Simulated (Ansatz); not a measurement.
Basis-set extrapolation for C$_{8}$H$_{20}$O$_{2}$Si (`CC(C)(C)O[SiH2]OC(C)(C)C`) (PBE0-D4/def2-TZVP geometry, frozen core, Ansatz 0.2.0). Multiplicity 1, RHF reference.

```json
{"": "HF", "def2-TZVPP": "-753.546015", "def2-QZVPP": "-753.577552"}
{"": "MP2 correlation", "def2-TZVPP": "-2.004929", "def2-QZVPP": "-2.139959"}
{"": "CCSD(T) correlation", "def2-TZVPP": "-2.189109", "def2-QZVPP": "not run"}
```

Energies in hartree. Use E(X) = E(∞) + A·exp(−7.88·√X) for Hartree–Fock and E(X) = E(∞) + B·X^(−2.97) for correlation, with X = 3 and 4, and add CCSD(T) minus MP2 of the smaller set to the MP2 limit.

Task: What is the CCSD(T) energy at the basis-set limit?

Result: HF limit: -753.577552 + (-0.031537) × 0.13774 = -753.58190. MP2 limit: -2.139959 + (-0.135030) × 0.74074 = -2.23998. Higher-order term: -2.189109 − (-2.004929) = -0.18418. Total: -756.00606 hartree, 7.37 eV below CCSD(T)/def2-TZVPP.
